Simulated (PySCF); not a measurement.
# Ga²¹⁺ (gallium, charge +21): Hartree-Fock from Schrödinger to Dirac-Coulomb-Breit

Occupied: 1s1/2, 2s1/2, 2p1/2, 2p3/2. Hartree-Fock calculated with PySCF 2.14 in an uncontracted even-tempered set (20 s from 1.8 bohr⁻², ratio 2.3; 14 p from 2.1 bohr⁻², ratio 2.3), Gaussian nucleus throughout. NR is non-relativistic, sf-X2C the spin-free one-electron X2C Hamiltonian, X2C adds the bare one-electron spin-orbit term, X2C-SNSO screens it by Boettger's factors, DC is four-component Dirac-Coulomb, and the Gaunt and Breit terms are added at first order (total energies over the DC spinors, levels after relaxing the spinors in that mean field). QED terms are absent. Levels marked empty are virtual spinors of this ion.

| Hamiltonian | E (hartree) | E − E(DC) (hartree) | CPU seconds |
| --- | --- | --- | --- |
| NR | -1665.7705 | 18.4093 | 0.54 |
| sf-X2C | -1683.8347 | 0.3452 | 0.31 |
| X2C | -1683.9020 | 0.2779 | 0.4 |
| X2C-SNSO | -1683.8935 | 0.2864 | 0.4 |
| DC | -1684.1799 | 0.0000 | 20 |
| DC+Gaunt | -1683.3327 | 0.8472 | 35 |
| DC+Breit | -1683.4040 | 0.7759 | 100 |

```csv
level (eV),NR,sf-X2C,X2C,X2C-SNSO,DC,DC+Gaunt,DC+Breit
1s1/2,-11205.5,-11342.8,-11342.6,-11342.6,-11348.2,-11334.2,-11335.0
2s1/2,-2156.3,-2190.4,-2190.3,-2190.3,-2190.9,-2189.7,-2189.8
2p1/2,-2010.8,-2020.4,-2041.5,-2040.1,-2040.3,-2038.1,-2038.4
2p3/2,-2010.8,-2020.4,-2010.2,-2010.9,-2011.3,-2009.7,-2010.0
3s1/2 (empty),-797.69,-806.81,-806.81,-806.81,-806.92,-806.64,-806.67
3p1/2 (empty),-753.65,-757.18,-761.82,-761.51,-761.54,-761.07,-761.14
3p3/2 (empty),-753.65,-757.18,-754.94,-755.08,-755.15,-754.82,-754.89
```

```json
{"interval (eV)": "2p3/2 − 2p1/2", "X2C": "31.29", "X2C-SNSO": "29.24", "DC": "29.01", "DC+Gaunt": "28.39", "DC+Breit": "28.39"}
{"interval (eV)": "3p3/2 − 3p1/2", "X2C": "6.880", "X2C-SNSO": "6.430", "DC": "6.393", "DC+Gaunt": "6.242", "DC+Breit": "6.242"}
```

Weight of the small component: 1s1/2 0.0126, 2s1/2 0.00252, 2p1/2 0.00247, 2p3/2 0.00243, 3s1/2 0.000848, 3p1/2 0.000826, 3p3/2 0.000817.

Koopmans' value for the highest occupied level at DC+Breit: 2010.0 eV, against an ionisation energy of 2010 ± 1.1 eV (semi-empirical (NIST evaluation); NIST Atomic Spectra Database, ionization energies); the former lacks relaxation, correlation, QED and recoil.

The whole ladder took 160 s of wall time on 1 thread of Neoverse-N1 (shared host), launched as `OMP_NUM_THREADS=1 python relrun2.py TASK.json OUT` (a driver that calls PySCF for each Hamiltonian).
